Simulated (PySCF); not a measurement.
## Peak assignment

Numbering as in the mapped SMILES `[CH:1]#[C:2][Si@H:3]1[C@H:4]([F:5])[C@@H:6]1[O:7][CH:8]([CH3:9])[CH3:10]`. Each H is labelled by its parent atom.

[PySCF 2.14.0 with density-fitted response routines: GIAO PBE0/pcSseg-1 shieldings; structure optimised with GFN2-xTB; gas phase; single conformer; averaged over atoms made equivalent by symmetry, fast rotation or ring inversion; non-relativistic]

Chemical shifts δ = σref − σ; TMS for 13C and 1H, all at this level.

(1) Assign these signals to the numbered atoms. 13C{1H} NMR (computed): δ 103.1 (CH), 83.9 (C), 82.4 (CH), 80.4 (CH), 65.1 (CH), 26.0 (CH3), 24.7 (CH3).

(2) Assign these signals to the numbered atoms. 1H NMR (500 MHz, computed): δ 5.14 (m, 1H), 3.80 (m, 1H), 3.69 (m, 1H), 3.64 (m, 1H), 1.72 (d, 1H), 1.27 (d, 3H), 1.26 (d, 3H).

Results:

(1) 
| δ (ppm) | atoms | environment | reason |
| --- | --- | --- | --- |
| 103.1 | C1 | terminal alkyne carbon | the triple bond shields along its axis, which puts it between sp3 and sp2 carbons |
| 83.9 | C2 | alkyne carbon | the triple bond shields along its axis, which puts it between sp3 and sp2 carbons |
| 82.4 | C4 | three-membered-ring carbon | deshielded by the electronegative neighbour |
| 80.4 | C8 | sp3 CH bonded to O | pulled downfield by the heteroatom |
| 65.1 | C6 | three-membered-ring carbon | deshielded by the electronegative neighbour |
| 26.0 | C9 | methyl carbon | aliphatic region, no heteroatom directly attached |
| 24.7 | C10 | methyl carbon | – |

C2 and C4; C4 and C8; C9 and C10 lie closer than the usual error of such a calculation, so a measured spectrum could show them in the other order.

(2) 
| δ (ppm) | atoms | environment | reason |
| --- | --- | --- | --- |
| 5.14 | H(C4) | hydrogen on a three-membered-ring carbon | its carbon carries F, which withdraws density |
| 3.80 | H(Si3) | hydrogen on a silicon bonded to 3 C, in a 3-membered ring | – |
| 3.69 | H(C8) | hydrogen on an sp3 CH bonded to O | its carbon carries O, an electronegative neighbour |
| 3.64 | H(C6) | hydrogen on a three-membered-ring carbon | its carbon carries O, which withdraws density |
| 1.72 | H(C1) | hydrogen on a terminal alkyne carbon | it lies on the axis of the triple bond, in its shielding cone |
| 1.27 | H(C10) | hydrogen on a methyl carbon | – |
| 1.26 | H(C9) | hydrogen on a methyl carbon | – |

H(Si3) and H(C8); H(C8) and H(C6); H(C10) and H(C9) lie closer than the usual error of such a calculation, so a measured spectrum could show them in the other order.

Splittings by 19F in the carbon and heteronuclear signals aren't shown, as no couplings were computed. Shifts are as computed. Against solution values, carbons near 30 ppm lie about +3 ppm off and those near 130 ppm about +5 ppm. Of 1309 compounds with measured shifts, 239 miss one by over three times the rms of a fit or turn the order of signals round; such compounds aren't used in these exercises. Multiplicities follow the n + 1 count of equivalent neighbours, as no J values were calculated; m marks all less simple cases, F and P coupling included.
